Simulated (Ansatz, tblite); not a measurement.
Forces on (Br2Al-mu-OH)3 (Al₃Br₆O₃H₃) at its r2SCAN-D4/def2-SVP geometry. Total charge 0; singlet.

The xTB rows come from tblite.

GFN1-xTB (tblite), largest force 1.04 eV/Å:

```xyz
15
positions Å, forces eV/Å
Al   -0.538    1.576    1.031   -0.164   -0.970   -0.328
Br   -2.395    1.852    2.302   -0.401    0.157    0.318
Br    0.995    3.194    0.794    0.461    0.570   -0.032
O     0.248    0.009    1.610    0.014   -0.051    0.622
Al    1.320   -1.232    0.759   -0.974    0.270   -0.209
Br    3.382   -0.412    0.441    0.699    0.208   -0.068
Br    0.958   -3.204    1.818    0.012   -0.472    0.259
O     0.406   -1.336   -0.843    0.066   -0.547   -0.284
Al   -0.342   -0.042   -1.928   -0.245   -0.255    0.974
Br    1.256    1.114   -2.995    0.486    0.362   -0.414
Br   -2.040   -1.056   -3.035   -0.360   -0.204   -0.345
O    -1.133    0.994   -0.619   -0.494    0.313   -0.208
H    -0.119   -0.316    2.451    0.203    0.180   -0.463
H     0.096   -2.234   -1.050    0.171    0.491    0.114
H    -2.094    1.091   -0.736    0.526   -0.052    0.065
```

GFN2-xTB (tblite), largest force 0.31 eV/Å:

```
Al -0.060 0.259 0.150
Br 0.078 -0.076 -0.081
Br 0.015 -0.051 -0.030
O -0.247 -0.161 -0.019
Al 0.233 -0.170 0.107
Br -0.044 0.037 -0.022
Br -0.049 0.109 -0.064
O -0.261 -0.081 0.127
Al -0.022 0.013 -0.304
Br 0.007 0.001 0.059
Br 0.062 0.030 0.116
O -0.164 -0.219 0.106
H 0.137 0.101 -0.105
H 0.132 0.142 -0.017
H 0.183 0.065 -0.022
```

PBE-D4/def2-SVP (Ansatz), largest force 0.32 eV/Å:

```
Al -0.001 0.089 0.038
Br -0.135 0.021 0.094
Br 0.117 0.113 -0.021
O 0.105 0.076 -0.075
Al 0.091 -0.035 0.027
Br 0.147 0.067 -0.027
Br -0.028 -0.146 0.077
O 0.100 0.112 -0.014
Al 0.015 0.019 -0.094
Br 0.119 0.087 -0.071
Br -0.126 -0.075 -0.081
O 0.145 0.050 -0.023
H -0.126 -0.109 0.266
H -0.107 -0.295 -0.062
H -0.316 0.024 -0.032
```
